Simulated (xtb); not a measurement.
C5H11Si, doublet, geometry from GFN2-xTB; GFN2-xTB (xtb).

xtb was given this input:
```
$ xtb mol.xyz --gfn 2 --chrg 0 --uhf 1 --json

# file mol.xyz
17

C      2.06786214     1.74813003    -0.40400846
C      0.94744866     1.17771277    -0.10424235
Si    -0.26267662    -0.19972994     0.05641011
C     -0.70919004    -0.37488162     1.90150174
C     -1.80525477     0.25556010    -0.96722848
C      0.42809799    -1.87456898    -0.57640950
H      2.24392170     2.80739708    -0.24657127
H      2.92197778     1.22572443    -0.83410363
H     -1.43197317    -1.17002222     2.05988663
H     -1.13933223     0.54240514     2.29074624
H      0.16790572    -0.60475005     2.49848666
H     -2.25043938     1.18136668    -0.61700064
H     -1.55643430     0.38754955    -2.01566091
H     -2.56445753    -0.51865903    -0.90469755
H      1.31483648    -2.16476627    -0.02132360
H     -0.30374718    -2.67051690    -0.47201190
H      0.70143109    -1.81122300    -1.62516930
```

Output, abridged:

```
   ID    Z sym.   atoms
    1    6 C      1, 2, 4-6
    2   14 Si     3
    3    1 H      7-17

           -------------------------------------------------
          |                Calculation Setup                |
           -------------------------------------------------

           -------------------------------------------------
          |                 G F N 2 - x T B                 |
           -------------------------------------------------

          ...................................................
          :                      SETUP                      :
          :.................................................:
          :  # basis functions                  41          :
          :  # atomic orbitals                  40          :
          :  # shells                           24          :
          :  # electrons                        35          :
          :  max. iterations                   250          :
          :  Hamiltonian                  GFN2-xTB          :
          :  restarted?                      false          :
          :  GBSA solvation                  false          :
          :  PC potential                    false          :
          :  electronic temp.          300.0000000     K    :
          :  accuracy                    1.0000000          :
          :  -> integral cutoff          0.2500000E+02      :
          :  -> integral neglect         0.1000000E-07      :
          :  -> SCF convergence          0.1000000E-05 Eh   :
          :  -> wf. convergence          0.1000000E-03 e    :
          :  Broyden damping             0.4000000          :
          :  net charge                          0          :
          :  unpaired electrons                  1          :
          ...................................................

 iter      E             dE          RMSdq      gap      omega  full diag
   1    -18.1431314 -0.181431E+02  0.469E+00    2.64       0.0  T
   2    -18.1911627 -0.480312E-01  0.262E+00    2.48       1.0  T
   3    -18.1732262  0.179365E-01  0.143E+00    2.45       1.0  T
   4    -18.2032504 -0.300242E-01  0.417E-01    2.56       1.0  T
   5    -18.2043369 -0.108655E-02  0.333E-01    2.45       1.0  T
   6    -18.2049578 -0.620894E-03  0.196E-01    2.50       1.0  T
   7    -18.2049863 -0.285208E-04  0.720E-02    2.49       1.0  T
   8    -18.2049999 -0.135634E-04  0.442E-02    2.50       1.0  T
   9    -18.2050013 -0.140100E-05  0.167E-02    2.50       1.5  T
[...]
         :: total energy             -17.899333577653 Eh    ::
[...]
 Mol. α(0) /au        :         87.102507

Wiberg/Mayer (AO) data.
largest (>0.10) Wiberg bond orders for each atom

 ---------------------------------------------------------------------------
     #   Z sym  total        # sym  WBO       # sym  WBO       # sym  WBO
 ---------------------------------------------------------------------------
     1   6 C    3.992 --     2 C    2.100     7 H    0.925     8 H    0.908
     2   6 C    3.416 --     1 C    2.100     3 Si   1.066
     3  14 Si   3.761 --     2 C    1.066     4 C    0.874     5 C    0.874
                             6 C    0.853
     4   6 C    3.978 --    11 H    0.995    10 H    0.994     9 H    0.991
                             3 Si   0.874
     5   6 C    3.978 --    13 H    0.995    12 H    0.994    14 H    0.991
                             3 Si   0.874
     6   6 C    3.978 --    17 H    0.994    15 H    0.994    16 H    0.986
                             3 Si   0.853
     7   1 H    0.993 --     1 C    0.925
     8   1 H    0.991 --     1 C    0.908
     9   1 H    0.999 --     4 C    0.991
    10   1 H    0.999 --     4 C    0.994
    11   1 H    1.000 --     4 C    0.995
    12   1 H    0.999 --     5 C    0.994
    13   1 H    1.000 --     5 C    0.995
    14   1 H    0.999 --     5 C    0.991
    15   1 H    1.000 --     6 C    0.994
    16   1 H    0.999 --     6 C    0.986
    17   1 H    1.000 --     6 C    0.994
 ---------------------------------------------------------------------------

Topologies differ in total number of bonds
Writing topology from bond orders to xtbtopo.mol

molecular dipole:
                 x           y           z       tot (Debye)
 q only:        0.321       0.163      -0.086
   full:        0.224      -0.098      -0.106       0.677
molecular quadrupole (traceless):
                xx          xy          yy          xz          yz          zz
 q only:        1.130       1.818       0.510      -0.745      -0.172      -1.640
  q+dip:        2.612       3.545       0.713      -1.682      -0.355      -3.324
   full:        1.974       2.184      -0.018      -1.148      -0.331      -1.956

           -------------------------------------------------
          | TOTAL ENERGY              -17.899333577653 Eh   |
          | GRADIENT NORM               0.000062034148 Eh/α |
          | HOMO-LUMO GAP               2.500013320153 eV   |
           -------------------------------------------------

normal termination of xtb
```
